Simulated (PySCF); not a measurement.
Species: (F3Si)2CH2, CH2F6Si2.
Bonds: Si1–F2, Si1–F3, Si1–F4, Si1–C5, C5–Si6, Si6–F7, Si6–F8, Si6–F9. Hydrogens: H10, H11 on C5.

Level of theory: PBE0-D3(BJ)/def2-SVP geometry optimisation, gas phase (PySCF 2.14.0).

Q: List the bond lengths, angles and torsions at this level.

A: 
```
                   bond  length (Å)
Si1–F2 and 5 like bonds       1.600
         Si1–C5, C5–Si6       1.839
         C5–H10, C5–H11       1.103
```

Bonds in one row agree within 0.01 Å and their mean is given. A selection of angles:
```
     angle  degrees
 F2–Si1–F3    107.6
 F2–Si1–C5    111.2
Si1–C5–Si6    116.1
Si1–C5–H10    108.7
Si1–C5–H11    108.1
H10–C5–H11    107.1
```

Dihedral angles: F2–Si1–C5–Si6 162° (antiperiplanar); Si1–C5–Si6–F7 -85° (synclinal).

All 6 F–Si bonds measure 1.598 to 1.601 Å. Si1 (silicon bonded to C and 3 F) is tetrahedral (angles from 107.4° to 111.5°).

Point group: near C2, missed by 0.12 Å at most; the miss may be what the optimiser left on a soft mode. PBE0-D3(BJ)/def2-SVP frequencies: not computed here.
